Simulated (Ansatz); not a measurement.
How methods differ on SiH2SClO2 (SMILES O[Si](O)([S])Cl)

SiH2SClO2 has 7 atoms, charge 0, and is taken as a doublet. As SMILES, `O[Si](O)([S])Cl`. The shape is that of a PBE0-D4/def2-TZVP optimisation. This is one conformer, not always the lowest.

```xyz
7

O    -0.7213    0.3902    1.0898
Si    0.0213   -0.0317   -0.2973
O     0.9879   -1.2784    0.0726
S    -1.2524   -0.4962   -1.9021
Cl    1.0728    1.5603   -1.0540
H    -1.3378    1.1242    1.0635
H     1.2907   -1.3364    0.9817
```

Each level gives the vertical ionisation energy (to the singlet cation) (eV). The values are calculated.

```
            level                    kind  program  value (eV)  CPU time (all runs)
     UHF/def2-SVP            Hartree–Fock   Ansatz       11.24                 17 s
U-revPBE/def2-SVP                     GGA   Ansatz       10.32                 31 s
    UPBE/def2-SVP                     GGA   Ansatz       10.34                 32 s
U-r2SCAN/def2-SVP                meta-GGA   Ansatz       10.88                 81 s
 U-wB97X/def2-SVP  range-separated hybrid   Ansatz       11.38              3.8 min
    UMP2/def2-SVP     perturbation theory   Ansatz       11.14                 21 s
UCCSD(T)/def2-SVP   coupled cluster or CI   Ansatz       10.66              3.1 min
   UCCSD/def2-SVP   coupled cluster or CI   Ansatz       10.90              2.5 min
```

The values span 10.32 to 11.38 eV. The coupled-cluster rows rest on a doubtful reference here (large T1 or Brueckner and Hartree–Fock orbitals at odds), and rows may lie in different states. CPU times are rough (shared hosts, several kinds of processor and program).
